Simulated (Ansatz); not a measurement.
Input for Ansatz (a quantum-chemistry and plane-wave program): U-BHLYP/def2-TZVPP on Rb, 2S+1 = 2, a spin state set in the input, which need not be the lowest. Elements past Kr take the def2 small-core potentials; no spin–orbit coupling.

Ansatz 0.2 input:
```yaml
crystal:
  periodic: [false, false, false]
  atoms:
    - {symbol: Rb, position_ang: [0.00000000, 0.00000000, 0.00000000]}
basis:
  gaussian:
    orbitals: def2-TZVPP
hamiltonian:
  xc: {name: BHLYP}
magnetization: {spin_polarized: true, initial_magnetization: 1}
scf: {lower_state_search: full}
```

**Question.** Give the final energy of this run.

**Answer.** -24.0398 hartree.
